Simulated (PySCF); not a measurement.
# Predicted spectroscopic data

Method: GFN2-xTB geometry, PBE0/pcSseg-1 with gauge-including orbitals, in PySCF 2.14.0 with density-fitted response routines (fast rotation and ring inversion assumed for equivalent nuclei, one computed conformer, no solvent, relativity neglected).

Scale: ¹H and ¹³C vs TMS (reference shieldings calculated alike). Splittings of carbon signals by F and P are missing where no couplings were computed. Where no couplings were computed, multiplicities follow the n + 1 count of equivalent neighbours, and m marks all less simple cases (inequivalent or close neighbours, rings, F or P nearby). Shifts are as computed. Against solution values, carbons near 30 ppm lie about +3 ppm off and those near 130 ppm about +5 ppm. Of 1211 compounds with measured shifts, 218 miss one by over three times the rms of a fit or turn the order of signals round; such compounds aren't used in these exercises.

Compound 1 (C4H7O2P). ¹H NMR (400 MHz, computed): δ 8.03 (m, 1H), 4.05 (s, 3H), 2.16 (m, 3H). ¹³C{¹H} NMR (computed): δ 176.6 (C), 132.8 (C), 62.6 (CH3), 12.1 (CH3). Structure: `COC1=C(C)[P@@H]1=O`.

Compound 2 (C8H11N3). ¹H NMR (400 MHz, computed): δ 8.79 (s, 1H), 2.69 (q, 2H), 2.04 (m, 1H), 1.86 (m, 2H), 1.31 (m, 2H), 1.28 (t, 3H). ¹³C{¹H} NMR (computed): δ 167.6 (C), 152.4 (CH), 136.7 (C), 27.3 (CH2), 18.2 (CH3), 17.6 (CH2), 14.4 (CH). Structure: `CCc1cnnnc1C1CC1`.
